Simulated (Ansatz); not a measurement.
`CO[AsH][SiH3]` + H₂ → `[SiH3][AsH2]` + CH₃OH at 400 K and 1 bar (hydrogenolysis of the As–O bond).

Isolated molecules relaxed with PBE0-D4/def2-TZVP in Ansatz; ΔE leaves out vibrations. CCSD(T)/CBS is the MP2 limit (def2-TZVPP, def2-QZVPP) plus CCSD(T) − MP2 in def2-TZVPP, frozen cores. This one scheme is used for every species. For As outer-core shells are correlated without core-valence functions, which leaves a few kJ/mol of doubt a bond. Scalar relativity is left out up to krypton. One conformer a species, not always the lowest.

```json
{"species": "`CO[AsH][SiH3]`", "CCSD(T)/CBS energy (Eh)": "-2641.50192", "H − E (kJ/mol)": "230.8", "S (J/(mol·K))": "402.2"}
{"species": "H₂", "CCSD(T)/CBS energy (Eh)": "-1.17544", "H − E (kJ/mol)": "38.0", "S (J/(mol·K))": "139.0"}
{"species": "`[SiH3][AsH2]`", "CCSD(T)/CBS energy (Eh)": "-2527.08228", "H − E (kJ/mol)": "128.9", "S (J/(mol·K))": "317.0"}
{"species": "CH₃OH", "CCSD(T)/CBS energy (Eh)": "-115.61712", "H − E (kJ/mol)": "151.2", "S (J/(mol·K))": "252.6"}
```

H − E and S are ideal-gas, rigid-rotor, harmonic terms from PBE0-D4/def2-TZVP, for one conformer and one mirror image of each species. The MP2-based limit puts H₂ 0.8 mEh under its directly extrapolated value; such offsets cancel only in part. 1 Eh = 2625.50 kJ/mol, R = 8.31446 J/(mol·K).

By hand: ΔE, ΔH, ΔS and ΔG.

ΔE = (-2527.08228) + (-115.61712) − (-2641.50192) − (-1.17544) = -0.02204 Eh = -57.9 kJ/mol. Δ(H − E) = 128.9 + 151.2 − 230.8 − 38.0 = 11.3, so ΔH = -46.6 kJ/mol. ΔS = 317.0 + 252.6 − 402.2 − 139.0 = 28.4 J/(mol·K). ΔG = -46.6 − 400 × (28.4)/1000 = -58.0 kJ/mol.

By hand: the equilibrium constant, and the temperature at which ΔG would vanish if ΔH and ΔS stayed fixed.

log₁₀ K = −ΔG/(RT ln 10) = 7.6. ΔH and −TΔS have one sign here, so there is no such temperature.

ΔH outweighs TΔS. A doubt of 5 kJ/mol in ΔE shifts log₁₀ K by 0.7 here. Other conformers and mirror images would add mixing entropy, several J/(mol·K) or more a flexible species. Modes under 60 cm⁻¹, often nearly free rotors, make the harmonic entropy too high. These are equilibria of isolated gas molecules and say nothing of rates. Largest T1 diagnostic: 0.012 (customary marks: 0.02 for closed shells, 0.045 for open ones).
